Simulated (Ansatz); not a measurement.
`[F][GeH]` + H₂ → `[GeH2]` + H–F at 298.15 K and 1 bar (hydrogenolysis of a Ge–F bond).

Computed with Ansatz on PBE0-D4/def2-TZVP structures; ΔE is electronic, products minus reactants. CBS: MP2 limit from def2 TZ/QZ plus the TZ coupled-cluster correction, frozen cores. This one scheme is used for every species. For Ge outer-core shells are correlated without core-valence functions, which leaves a few kJ/mol of doubt a bond. Scalar relativity is left out up to krypton.

```json
{"species": "`[F][GeH]`", "CCSD(T)/CBS energy (Eh)": "-2176.50038", "H − E (kJ/mol)": "30.3", "S (J/(mol·K))": "252.4"}
{"species": "H₂", "CCSD(T)/CBS energy (Eh)": "-1.17544", "H − E (kJ/mol)": "35.1", "S (J/(mol·K))": "130.4"}
{"species": "`[GeH2]`", "CCSD(T)/CBS energy (Eh)": "-2077.24753", "H − E (kJ/mol)": "38.7", "S (J/(mol·K))": "220.4"}
{"species": "H–F", "CCSD(T)/CBS energy (Eh)": "-100.39570", "H − E (kJ/mol)": "33.5", "S (J/(mol·K))": "173.6"}
```

H − E and S are ideal-gas, rigid-rotor, harmonic terms from PBE0-D4/def2-TZVP. The MP2-based limit puts H₂ 0.8 mEh under its directly extrapolated value; such offsets cancel only in part. 1 Eh = 2625.50 kJ/mol, R = 8.31446 J/(mol·K).

By hand: ΔE, ΔH, ΔS and ΔG.

ΔE = (-2077.24753) + (-100.39570) − (-2176.50038) − (-1.17544) = 0.03259 Eh = 85.6 kJ/mol. Δ(H − E) = 38.7 + 33.5 − 30.3 − 35.1 = 6.8, so ΔH = 92.4 kJ/mol. ΔS = 220.4 + 173.6 − 252.4 − 130.4 = 11.2 J/(mol·K). ΔG = 92.4 − 298.15 × (11.2)/1000 = 89.1 kJ/mol.

By hand: the equilibrium constant, and the temperature at which ΔG would vanish if ΔH and ΔS stayed fixed.

log₁₀ K = −ΔG/(RT ln 10) = -15.6. ΔG = 0 at ΔH/ΔS = 8250 K, far beyond where these terms or the molecules hold.

The number of gas molecules stays the same, so ΔS is small and ΔH decides. A doubt of 5 kJ/mol in ΔE shifts log₁₀ K by 0.9 here. These are equilibria of isolated gas molecules and say nothing of rates. Largest T1 diagnostic: 0.014 (customary marks: 0.02 for closed shells, 0.045 for open ones).
